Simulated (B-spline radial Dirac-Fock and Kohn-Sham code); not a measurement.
**Photoionisation of samarium ions at Al Kα (taken as 1486.9 eV)**

These are calculated numbers from a B-spline atomic structure program; the model is a relativistic central-field model (Hartree-Slater potential of the initial state, Latter tail, multipole expansion of the photon field, Dirac-Fock thresholds). Cross sections in kb; a dash marks an empty subshell or a threshold above the photon energy.

```csv
ion,configuration,total,4p3/2,4d3/2,4f5/2,4f7/2,5s
Sm,[Xe] 4f6 6s2,1376,50.1,51.4,5.05,6.44,3.58
Sm²⁺,[Xe] 4f6,1374,50.1,51.4,5.07,6.47,3.59
Sm³⁺,[Xe] 4f5,1376,50.5,51.9,4.63,5.93,3.83
```
